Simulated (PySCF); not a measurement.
Compound: C3H11AsGe.
Numbering: `[CH3:1][CH:2]([CH3:3])[AsH:4][GeH3:5]` (hydrogens: H6, H7, H8 on C1; H9 on C2; H10, H11, H12 on C3; H13 on As4; H14, H15, H16 on Ge5)

Method: PySCF 2.14.0, PBE0-D3(BJ)/def2-SVP geometry optimisation, gas phase.

Question: What internal coordinates does the optimisation give?

Answer: 
```
                     bond  length (Å)   order
             C1–C2, C2–C3       1.521  single
                   C2–As4       2.005  single
                  As4–Ge5       2.425  single
   C1–H6 and 5 like bonds       1.102  single
                    C2–H9       1.102  single
                  As4–H13       1.528  single
Ge5–H14, Ge5–H15, Ge5–H16       1.542  single
```

Bonds in one row agree within 0.01 Å and their mean is given. Orders are formal, as drawn. A selection of angles:
```
      angle  degrees
   C2–C1–H6    110.6
   H6–C1–H7    107.3
   C1–C2–C3    112.2
  C1–C2–As4    109.4
   C1–C2–H9    109.3
  As4–C2–H9    107.3
  C2–C3–H10    110.5
 C2–As4–Ge5     96.5
 C2–As4–H13     95.3
Ge5–As4–H13     91.6
As4–Ge5–H14    110.0
As4–Ge5–H16    110.9
H14–Ge5–H15    108.3
H14–Ge5–H16    109.2
```

Dihedral angles: C1–C2–As4–Ge5 74° (synclinal). The mirror-image conformer, all signs reversed, is as good.

Ge5 (germanium bonded to As and 3 H) is tetrahedral (angles from 108.3° to 110.9°). As4 (arsenic bonded to C, Ge and H) is pyramidal (angles 96.5°, 95.3° and 91.6°, sum 283.5°, 1.00 Å off the plane of its three neighbours).

Point group: C1 (no symmetry element, even within 0.4 Å). PBE0-D3(BJ)/def2-SVP frequencies: not computed here. One conformer, not necessarily the lowest.
